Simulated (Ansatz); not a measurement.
Basis-set series for CH₃BFI (`FCBI`). The species carries charge 0 and has multiplicity 1. I takes the def2 core potential. All single points use the PBE0-D4/def2-TZVP geometry. It is one conformer, not always the lowest.

| functional | basis | functions | energy (Eh) | HOMO (eV) | LUMO (eV) |
| --- | --- | --- | --- | --- | --- |
| PBE0-D4 | def2-SVP | 83 | -462.01872 | -7.49 | -1.86 |
| PBE0-D4 | def2-TZVPP | 185 | -462.22291 | -7.57 | -1.90 |
| ωB97M-V | def2-SVP | 83 | -462.09613 | -9.61 | 0.17 |
| ωB97M-V | def2-TZVPP | 185 | -462.30806 | -9.72 | 0.06 |

Task: Give the rows for def2-QZVPP. (An estimate is asked.)

Result: Ansatz gave: 
| functional | basis | functions | energy (Eh) | HOMO (eV) | LUMO (eV) |
| --- | --- | --- | --- | --- | --- |
| PBE0-D4 | def2-QZVPP | 343 | -462.23304 | -7.58 | -1.92 |
| ωB97M-V | def2-QZVPP | 343 | -462.31771 | -9.73 | 0.03 |

Positive LUMOs are unbound and depend on the basis.
